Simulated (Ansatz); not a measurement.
C2H3B2Br (`BrBB1C=C1`), relaxed with RKS PBE-D4/def2-SVP in Ansatz from a rough embedded geometry. The force threshold is 0.03 eV/Å; the program also tests the step.

Total charge 0; spin multiplicity 1.

Start:

```xyz
8

Br   -1.906    2.332   -0.597
B    -1.555    0.497   -0.057
B     0.017   -0.042    0.019
C     0.960   -1.214    0.299
C     1.486    0.109   -0.109
H    -2.469   -0.216    0.211
H     1.180   -2.204    0.554
H     2.287    0.738   -0.320
```

```
         step  energy (eV)  largest force (eV/Å)  largest move (Å)
            1  -73493.2278                 6.333             0.000
            2  -73493.7283                 2.150             0.135
            3  -73493.7958                 1.129             0.076
            4  -73493.8091                 0.306             0.086
            5  -73493.8252                 0.277             0.093
            6  -73493.8583                 0.405             0.200
            7  -73493.8965                 0.565             0.195
            8  -73493.9775                 0.532             0.199
            9  -73494.0341                 0.779             0.199
           10  -73494.0956                 0.302             0.195
           11  -73494.1120                 0.258             0.200
12 (rejected)  -73494.0635                 0.619             0.173
           13  -73494.1222                 0.051             0.086
           14  -73494.1225                 0.123             0.053
           15  -73494.1238                 0.033             0.021
           16  -73494.1239                 0.002             0.006
```

End:

```xyz
8

Br   -2.189    1.470   -1.509
B    -1.557    0.598    0.087
B    -0.030   -0.025    0.092
C     0.979   -1.114   -0.142
C     1.455    0.061    0.310
H    -2.350    0.567    1.008
H     1.302   -2.123   -0.440
H     2.390    0.565    0.594
```

Run time 14 s (4 threads of an Intel Xeon on a shared host); peak host memory 0.16 GiB.
